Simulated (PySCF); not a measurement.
## How methods differ on the excitation energy of I²⁺

I²⁺ [Kr] 4d10 5s2 5p3 (4S) → I²⁺ [Kr] 4d10 5s1 5p4 (4P), as a difference of total energies. Calculation: PySCF 2.14, in aug-cc-pwCVTZ-PP with ECP28MDF; a scalar-relativistic core potential. Correlated levels: valence: 4s2 4p6 4d10 frozen. The calculations carry no spin-orbit coupling.

```
           method  excitation energy (cm⁻¹)
              UHF                     89572
    MP2 (valence)                     89187
SCS-MP2 (valence)                     89108
   CCSD (valence)                     85649
CCSD(T) (valence)                     84792
```

The coupled-cluster amplitudes are large for the upper state (T1 above 0.03 or a double amplitude above 0.15), so a single reference is strained.
